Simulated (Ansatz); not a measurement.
## Cost against result

Saddle point of CH6GeS, closed shell (CH₆GeS ([CH3][GeH2][SH]) → GeH₂S ([S][GeH2]) + CH₄; bonds formed: C2–H4; bonds broken: Ge1–C2, S3–H4), PBE0-D4/def2-TZVP structure:

Ge1  (-1.111, -0.398, -0.169)
C2  (0.837, 0.503, 0.305)
S3  (-0.274, -1.799, -1.528)
H4  (0.622, -0.525, -0.558)
H5  (-1.862, 0.861, -0.646)
H6  (-1.557, -0.797, 1.251)
H7  (0.640, 1.537, 0.025)
H8  (0.859, 0.351, 1.384)
H9  (1.846, 0.267, -0.064)
(Å)

Barriers are electronic and count from the start structure reached by relaxing down the imaginary mode.

Program: Ansatz 0.2.0. Basis: as named in each row. Cores are frozen in the correlated methods. Filled d shells of the heavier atoms are correlated. The def2 sets are not built for correlating such inner shells, so the correlated values are less sure here. B3LYP uses VWN-RPA correlation. Extrapolation: Hartree–Fock as exp(−7.88 √X), correlation as X^−2.97.

Times are rough, for one single point on 4 threads of a shared host (Arm Neoverse N1).

The estimate by CCSD(T) at an estimated basis limit (MP2 extrapolated from triple and quadruple zeta, plus CCSD(T) − MP2 in triple zeta) is 2.633 eV.

```json
{"method": "HF", "basis": "STO-3G", "time (s)": "under 1", "barrier (eV)": "6.258", "method less estimate": "3.625"}
{"method": "PBE-D4", "basis": "STO-3G", "time (s)": "under 1", "barrier (eV)": "4.616", "method less estimate": "1.983"}
{"method": "SPW92", "basis": "def2-SVP", "time (s)": "under 1", "barrier (eV)": "2.163", "method less estimate": "-0.470"}
{"method": "B3LYP-D4", "basis": "6-31G", "time (s)": "1", "barrier (eV)": "2.701", "method less estimate": "0.068"}
{"method": "PBE-D4", "basis": "def2-SVP", "time (s)": "1", "barrier (eV)": "2.315", "method less estimate": "-0.318"}
{"method": "SPW92", "basis": "def2-TZVPP", "time (s)": "1", "barrier (eV)": "2.163", "method less estimate": "-0.470"}
{"method": "PBE0-D4", "basis": "def2-SVP", "time (s)": "2", "barrier (eV)": "2.528", "method less estimate": "-0.105"}
{"method": "BLYP-D4", "basis": "def2-TZVPP", "time (s)": "2", "barrier (eV)": "2.464", "method less estimate": "-0.169"}
{"method": "PBE-D4", "basis": "def2-TZVPP", "time (s)": "2", "barrier (eV)": "2.305", "method less estimate": "-0.328"}
{"method": "B3LYP-D4", "basis": "def2-TZVPP", "time (s)": "3", "barrier (eV)": "2.611", "method less estimate": "-0.022"}
{"method": "BHLYP-D4", "basis": "def2-TZVPP", "time (s)": "3", "barrier (eV)": "2.838", "method less estimate": "0.205"}
{"method": "PBE0-D4", "basis": "def2-TZVPP", "time (s)": "4", "barrier (eV)": "2.497", "method less estimate": "-0.136"}
{"method": "CAM-B3LYP-D4", "basis": "def2-TZVPP", "time (s)": "4", "barrier (eV)": "2.730", "method less estimate": "0.097"}
{"method": "CCSD(T)", "basis": "def2-SVP", "time (s)": "4", "barrier (eV)": "2.877", "method less estimate": "0.244"}
{"method": "r2SCAN-D4", "basis": "def2-TZVPP", "time (s)": "6", "barrier (eV)": "2.442", "method less estimate": "-0.191"}
{"method": "RPA on PBE", "basis": "def2-TZVPP", "time (s)": "6", "barrier (eV)": "2.721", "method less estimate": "0.088"}
{"method": "r2SCAN0-D4", "basis": "def2-TZVPP", "time (s)": "6", "barrier (eV)": "2.570", "method less estimate": "-0.063"}
{"method": "B2PLYP", "basis": "def2-TZVPP", "time (s)": "6", "barrier (eV)": "2.652", "method less estimate": "0.019"}
{"method": "PBE-QIDH", "basis": "def2-TZVPP", "time (s)": "6", "barrier (eV)": "2.632", "method less estimate": "-0.001"}
{"method": "wB97M-V", "basis": "def2-SVP", "time (s)": "7", "barrier (eV)": "2.694", "method less estimate": "0.061"}
{"method": "wB97X-V", "basis": "def2-TZVPP", "time (s)": "9", "barrier (eV)": "2.734", "method less estimate": "0.101"}
{"method": "B97M-V", "basis": "def2-TZVPP", "time (s)": "11", "barrier (eV)": "2.519", "method less estimate": "-0.114"}
{"method": "wB97M-V", "basis": "def2-TZVPP", "time (s)": "11", "barrier (eV)": "2.664", "method less estimate": "0.031"}
{"method": "MP2", "basis": "def2-QZVPP", "time (s)": "22", "barrier (eV)": "2.574", "method less estimate": "-0.059"}
{"method": "CCSD(T)", "basis": "def2-TZVPP", "time (s)": "91", "barrier (eV)": "2.715", "method less estimate": "0.082"}
```

All methods are single points on the PBE0-D4 structures.

T1 diagnostic: at most 0.017.

Labels in which every atom is bracketed show which atoms are joined, not bond orders.
